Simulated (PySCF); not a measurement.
Isomers of C5H4FNS, one GFN2-xTB conformer each. Single-point energies are computed at PBE0/pcSseg-1 (PySCF, gas phase, no added dispersion term), electronic only.

Task: Rank them by PBE0/pcSseg-1 energy, lowest first (kcal/mol).
A. `[N:1]#[C:2][C:3]1=[CH:4][S:5][CH2:6][C@@H:7]1[F:8]` with C3–C4–S5–C6 -4°, C4–S5–C6–C7 10°, S5–C6–C7–F8 106°, C2–C3–C7–C6 -172°
B. `[CH2:1]=[C:2]([F:3])[c:4]1[cH:5][n:6][cH:7][s:8]1` with C1–C2–C4–C5 180°

Result: B (0.0), A (1.8).

As drawn, the lower has an aromatic ring, which the higher lacks; the higher has a C≡N group, which the lower lacks. Neighbours under 2.5 kcal/mol apart (C=C(F)c1cncs1 and N#CC1=CSC[C@@H]1F) can change places with a better method, another conformer or zero-point energy. GFN2-xTB itself gives, in the same order: 0.0, 14.3. Both levels put the same isomer lowest.

Task: Which frontier levels, dipoles and rotational constants go with these structures?

Result: 
| SMILES | HOMO (eV, PBE0/pcSseg-1) | LUMO (eV) | dipole (D) | A, B, C (MHz) |
| --- | --- | --- | --- | --- |
| C=C(F)c1cncs1 | -7.01 | -1.80 | 2.13 | 3638, 1411, 1017 |
| N#CC1=CSC[C@@H]1F | -7.12 | -1.76 | 4.74 | 2969, 1379, 1012 |
